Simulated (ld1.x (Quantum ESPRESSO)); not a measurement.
**Transferability test, TM potential for Ga**

gallium, norm-conserving Troullier–Martins (Kleinman–Bylander form), made with ld1.x (Quantum ESPRESSO) 7.5 (PBEsol, scalar-relativistic). Core [Ar], reference 3d10 4s2 4p1. Waves: 4p (bound): rc 1.65 bohr; 3d (bound): rc 1.00 bohr; 4s (bound): rc 1.75 bohr. Local part: the s channel. Core correction: Bessel-smoothed model core, default radius (core density twice the valence density).

Energies are relative to the spin-unpolarised reference configuration 3d10 4s2 4p1; without spin polarisation the order of configurations can differ from experiment.

Give the all-electron excitation energy and the error of the potential for: 3d10 4s2 4p0; 3d10 4s1 4p0; 3d10 4s0 4p0; 3d10 4s2 4p0.5; 3d10 4s1 4p1; 3d9 4s2 4p2; 3d9 4s2 4p1.

```csv
valence configuration,charge,ΔE all-electron (eV),error AE − PS (meV)
3d10 4s2 4p0,+1,5.679,-1.0
3d10 4s1 4p0,+2,26.815,-16
3d10 4s0 4p0,+3,57.936,-79
3d10 4s2 4p0.5,+0.5,2.027,-0.2
3d10 4s1 4p1,+1,13.084,-4.7
3d9 4s2 4p2,0,20.321,-708
3d9 4s2 4p1,+1,27.710,-667
```

Note: ghost state, extra bound levels that the all-electron valence spectrum of the same l lacks: p at -1125.8 eV. A true bound ghost makes a file unfit for plane-wave use.
